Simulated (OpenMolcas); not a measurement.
**Ag2+: effect of correlating more closed shells**

```yaml
Program: OpenMolcas
Basis: ANO-RCC-VTZP [7s6p4d2f1g]
Scalar_Hamiltonian: DKH2, point nucleus
Active_space: 9 electrons in 6 orbitals (4d 5s)
State_averaging: 2S+1 = 2 even, 29 roots; 2S+1 = 4 even, 10 roots kept (CI in the orbitals of an earlier block)
Spin-orbit_coupling: state interaction with AMFI integrals over the reference wave functions, term energies averaged over their components
```

Methods on the same reference wave functions:
A. CASSCF
B. MS-CASPT2, IPEA 0.25 Eh, imaginary shift 0.1 Eh (closed shells correlated: none)
C. MS-CASPT2, IPEA 0.25 Eh, imaginary shift 0.1 Eh (closed shells correlated: 4s 4p)

Energies in cm⁻¹ above 4d⁹ ²D_5/2, the measured ground level; measured values from Moore, Atomic Energy Levels, vol. III, NSRDS-NBS 35 (1971 reprint of NBS Circular 467, 1958).

```tsv
Level	A	B	C	Measured
4d⁹ ²D_5/2	0.0	0.0	0.0	0.0
4d⁹ ²D_3/2	4626	4630	4630	4607
4d⁸ 5s ⁴F_9/2	55412	64930	61950	63250
4d⁸ 5s ⁴F_7/2	57855	67220	64280	65764
4d⁸ 5s ⁴F_5/2	60081	69540	66550	68145
4d⁸ 5s ⁴F_3/2	61383	70770	67720	69351
4d⁸ 5s ²F_7/2	64671	72470	69850	71691
4d⁸ 5s ²F_5/2 [58 %]	67851	75350	72350	73934
4d⁸ 5s ⁴P_5/2 [61 %]	71497	78150	75040	76406
4d⁸ 5s ⁴P_1/2	75272	81510	78290	
4d⁸ 5s ²D_5/2 [66 %]	77019	84120	80350	82231
```

Deviations, from unrounded energies. A percentage is the sum of absolute deviations over the sum of measured energies, with the sign that they share, or ± where signs differ.

| Against measurement | Levels | A | B | C |
| --- | --- | --- | --- | --- |
| mean absolute deviation (cm-1) | 9 | 6100 | 1300 | 1400 |
| fine structure of the ground term (%) | 1 | +0.4 | +0.5 | +0.5 |
| other configurations (%) | 8 | -9.6 | +2.1 | -2.2 |

B lies closest to measurement on these levels and A furthest from it. The largest miss of B in the table is 4d⁸ 5s ²D_5/2 [66 %], by +1900 cm-1. The ranking rests on the paired levels alone, and a cruder setting can come out closer through cancelling errors.

Between B and C the level of the table that moves most is 4d⁸ 5s ²D_5/2 [66 %], by 3800 cm-1 (lowest in C, highest in B). Moves below CASPT2's spread within the term are not significant.

The mean deviations of B to C differ by less than CASPT2's widest spread within a term (820 cm-1), so their order carries little weight.

The lowest spin-free term lies below A's lowest term by 0.258 hartree in B, 0.517 hartree in C.

What an inner shell adds also hangs on whether the basis holds functions to correlate it.

Term energies are means over components that CASPT2 splits; among the terms shown or strongly mixed into the levels shown the widest spread is 820 cm-1 (4d⁸ 5s ²F, C). Terms from blocks run as CI alone lack orbitals of their own. A single d shell beside an s shell can misplace configurations of different d count against each other. Without dynamic correlation excited terms often stand tens of per cent too high (terms of higher spin than the ground term too low), and those without a measured partner can miss by more than the paired ones (holds for A). Some levels mix across a computed gap that differs much from the measured one, so their mixing is not that of the real levels (holds for A). Measured partners are found by configuration, term and J. A level has none where our copy of the source lacks it or the pairing is in doubt (some pairs that miss far off the trend of their configuration count as doubtful), and it then counts in no deviation. Only configurations of the active space appear. Levels that lie high or do not pair safely by name in every column are left out.

A share in square brackets marks a mixed level and gives the weight of the term that names it, the lowest over the columns.
